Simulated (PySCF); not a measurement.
Compound: Al(OH)3.
Structure used (PBE0-D3(BJ)/def2-SVP), in Å, numbered top down from 1:
```xyz
7
AlH3O3 angstrom
Al    -0.0005    0.0002    0.0052
O      1.6035    0.2725    0.4821
H      2.2914   -0.3902    0.4089
O     -1.1510    1.2377    0.1408
H     -0.9441    2.1182    0.4563
O     -0.4539   -1.5139   -0.6066
H     -1.3455   -1.7246   -0.8867
```

Theory: TDDFT wB97X-D/def2-SVPD, vertical, gas phase, core orbitals frozen in the response (PySCF 2.14.0, density-fitted response routines).

Ground-to-excited transition dipoles (e·a0, same axes as the geometry; the sign carries no meaning), for the states with f of 0.002 or more among the lowest 14:

```json
{"state": "S3", "E (eV)": "7.977", "μx": "0.038", "μy": "0.019", "μz": "-0.133"}
{"state": "S4", "E (eV)": "8.036", "μx": "0.569", "μy": "0.193", "μz": "0.278"}
{"state": "S5", "E (eV)": "8.038", "μx": "-0.249", "μy": "0.605", "μz": "0.073"}
{"state": "S6", "E (eV)": "8.102", "μx": "0.293", "μy": "0.320", "μz": "-1.020"}
{"state": "S10", "E (eV)": "9.412", "μx": "0.313", "μy": "0.475", "μz": "0.220"}
{"state": "S11", "E (eV)": "9.415", "μx": "-0.508", "μy": "0.339", "μz": "-0.018"}
{"state": "S14", "E (eV)": "9.717", "μx": "-0.073", "μy": "-0.056", "μz": "0.283"}
```

**Question.** What oscillator strength does each state have?

**Answer.** f = (2/3) ΔE |μ|² with ΔE in hartree (27.2114 eV).

```
state  |μ|² (au)  |μ| (D)      f
   S3      0.019     0.35  0.004
   S4      0.438     1.68  0.086
   S5      0.433     1.67  0.085
   S6      1.228     2.82  0.244
  S10      0.372     1.55  0.086
  S11      0.373     1.55  0.086
  S14      0.088     0.75  0.021
```

**Question.** What angle do the transition dipoles of S6 and S14 make?

**Answer.** |cos θ| = |μa·μb| / (|μa| |μb|) = 0.99, so θ ≈ 6° (taken between 0 and 90°, since the signs are arbitrary).

**Question.** What peak molar absorption coefficient would the strongest computed level give as a lone Gaussian band 0.3 eV wide at half height?

**Answer.** ε(max) = 2.175×10⁸ f / FWHM, with the width in cm⁻¹. S6: 2.175×10⁸ × 0.2437 / 2420 ≈ 22000 L mol⁻¹ cm⁻¹.

S4/S5 and S10/S11 coincide within about 0.01 eV; within a degenerate level the directions of the single components are arbitrary.

One conformer stands for the species.
